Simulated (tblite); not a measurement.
CS₂, charge +1, doublet, geometry from GFN2-xTB (a state made from the parent by changing its charge; the spin is typed, not shown lowest); tblite 0.6.0 with GFN1-xTB.

The tblite input:
```
$ tblite run mol.xyz --method gfn1 --charge 1 --spin 1 --json tblite.json --no-restart

# file mol.xyz
3

S     -0.00000000    -0.00000000    -1.55963386
C      0.00000000     0.00000000     0.00000000
S      0.00000000     0.00000000     1.55963386
```

Question: What does tblite print? Leave out banner, timings and long lists.

Answer: 
```
xTB calculator
 | screened Coulomb repulsion
 | Coulomb electrostatics
 |  * isotropic Klopman-Ohno-Mataga-Nishimoto electrostatics
 |  * onsite third-order electrostatics
 | DFT-D3(BJ) dispersion correction

halogen bonding energy    0.0000000000000E+00 Eh
repulsion energy          8.5209777172290E-02 Eh
dispersion energy        -9.7057006018416E-04 Eh
number of electrons       1.5000000000000E+01 e
integral cutoff           1.9487547202114E+01 bohr

------------------------------------------------------------
  cycle        total energy    energy error   density error
------------------------------------------------------------
      1     -8.804098650773  -8.8883379E+00   3.3365366E-01
      2     -8.772319072003   3.1779579E-02   4.3805192E-01
      3     -8.854427958094  -8.2108886E-02   2.3383339E-01
      4     -8.859668073482  -5.2401154E-03   2.0815169E-02
      5     -8.860058203018  -3.9012954E-04   2.6966568E-04
      6     -8.860058279392  -7.6374107E-08   1.4072816E-04
      7     -8.860058288011  -8.6193221E-09   1.4564637E-06
------------------------------------------------------------

electronic energy        -8.9442974951234E+00 Eh
total energy             -8.8600582880113E+00 Eh

Post processing:
 | Mayer-Wiberg bond orders

[Info] JSON dump of results written to 'tblite.json'
```
